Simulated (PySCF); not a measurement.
**SrLi: frontier orbitals**

PBE0 at R = 3.614 Å; basis Sr x2c-TZVPall, Li x2c-TZVPall; spin-free X2C with a Gaussian nucleus; PySCF 2.14. State: ²Σ⁺ (doublet), unpaired electrons σ ↑. Only the outer orbitals are listed, counted within each symmetry.

| spin | orbital | occ. | ε (eV) | on Sr (%) | main shells (%) |
| --- | --- | --- | --- | --- | --- |
| α | 7σ | 1 | -55.25 | 0 | 100 Li s |
| α | 8σ | 1 | -44.19 | 100 | 100 Sr s |
| α | 4π | 1 | -24.87 | 100 | 100 Sr p |
| α | 4π | 1 | -24.87 | 100 | 100 Sr p |
| α | 9σ | 1 | -24.79 | 100 | 100 Sr p |
| α | 10σ | 1 | -4.63 | 62 | 63 Sr s, 34 Li s |
| α | 11σ | 1 | -3.28 | 51 | 49 Li s, 25 Sr s, 22 Sr p |
| α | 5π | 0 | -1.20 | 73 | 69 Sr p, 27 Li p |
| α | 5π | 0 | -1.20 | 73 | 69 Sr p, 27 Li p |
| α | 12σ | 0 | -0.98 | 38 | 44 Li p, 38 Sr p, 18 Li s |
| β | 7σ | 1 | -55.06 | 0 | 100 Li s |
| β | 8σ | 1 | -44.15 | 100 | 100 Sr s |
| β | 4π | 1 | -24.84 | 100 | 100 Sr p |
| β | 4π | 1 | -24.84 | 100 | 100 Sr p |
| β | 9σ | 1 | -24.74 | 100 | 100 Sr p |
| β | 10σ | 1 | -4.29 | 78 | 74 Sr s, 17 Li s |
| β | 11σ | 0 | -1.66 | 59 | 41 Li s, 31 Sr p, 20 Sr s |
| β | 5π | 0 | -1.03 | 83 | 65 Sr p, 18 Sr d, 17 Li p |
| β | 5π | 0 | -1.03 | 83 | 65 Sr p, 18 Sr d, 17 Li p |

Question: Which are the highest filled and the lowest empty level, where do they sit, and how wide is the gap?

Answer: Highest filled α 11σ at -3.28 eV (in %: 49 Li s, 25 Sr s, 22 Sr p); lowest empty β 11σ at -1.66 eV (in %: 41 Li s, 31 Sr p, 20 Sr s); the gap at PBE0 is 1.62 eV.

```json
{"bond order (Mayer)": "0.68", "⟨S²⟩": "0.773", "charge on Sr (Mulliken, basis-dependent)": "0.10", "charge on Sr (Löwdin, basis-dependent)": "-0.01", "dipole moment (positive dipole means Sr(−)Li(+))": "-0.12 D", "polarisability along the bond": "559.1 bohr³", "polarisability across the bond": "260.1 bohr³"}
```

Spin–orbit coupling is left out. The state is the lowest determinant that a PBE0 search found; another state may lie lower at other levels.
